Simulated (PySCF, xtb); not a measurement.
BClH, SMILES [BH]Cl (connectivity only; charge and spin as stated), charge +1, multiplicity 1.

Geometry: TPSSh-D3(BJ)/def2-TZVPD. The spin state was assumed, not searched. The isomer is the one that the SMILES or the coordinates give; other isomers of the formula were not compared.

Level of theory: C-PCM-ωB97X/def2-TZVPD in PySCF.

The values are the electrostatic part of the solvation free energy, E(continuum) − E(gas) at the gas-phase geometry, in a cavity of scaled van der Waals radii (PySCF's table); cavitation and dispersion terms are not included. In vacuum the orbital gap is 14.16 eV.

Computed values in water (ε = 78.36), dimethylsulfoxide (ε = 46.83), chloroform (ε = 4.71):
```json
[
 {"solvent": "water", "ε": "78.36", "ΔG(elec) (kcal/mol)": "-64.8", "gap (eV)": "14.17"},
 {"solvent": "dimethylsulfoxide", "ε": "46.83", "ΔG(elec) (kcal/mol)": "-64.3", "gap (eV)": "14.17"},
 {"solvent": "chloroform", "ε": "4.71", "ΔG(elec) (kcal/mol)": "-51.7", "gap (eV)": "14.17"}
]
```

For comparison, GFN2-xTB/ALPB(water) (xtb, at the GFN2-xTB geometry, all terms of that model) gives -62.9 kcal/mol.
